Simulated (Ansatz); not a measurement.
# Telling isomers of C2H3BF apart by their spectra

These gas-phase data were calculated for one isomer of C2H3BF at B3LYP/6-31G* (harmonic, unscaled wavenumbers; equilibrium rotational constants with average atomic masses):

```
rotational constants            : 23.15, 5.647, 4.54 GHz
all wavenumbers above 1500 cm⁻¹ : 3228, 3174, 3145, 1667
```

Candidates:

(1) `C=[C]BF`, a doublet
(2) `C=C[B]F`, a doublet
(3) `[H]/[C]=C\BF`, a doublet

**Question.** Which structure fits?

**Answer.** Candidate (2). No mode falls between 2350 and 2900 cm⁻¹, where the B–H stretch of (1), (3) would stand.

The same quantities for all candidates:

|  | rotational constants (GHz) | wavenumbers above 1500 cm⁻¹ | E above the lowest, B3LYP/6-31G* (kcal/mol) |
| --- | --- | --- | --- |
| (1) | 44.46, 3.906, 3.681 | 3145, 3090, 2670, 1864 | 0.0 |
| (2) | 23.15, 5.647, 4.54 | 3228, 3174, 3145, 1667 | 8.8 |
| (3) | 44.49, 4.296, 3.918 | 3228, 3107, 2663, 1642 | 10.9 |

Harmonic stretches to hydrogen usually lie a few per cent above observed fundamentals. Each candidate is one conformer. Open shells are spin-unrestricted. Programs: Ansatz 0.2.0.
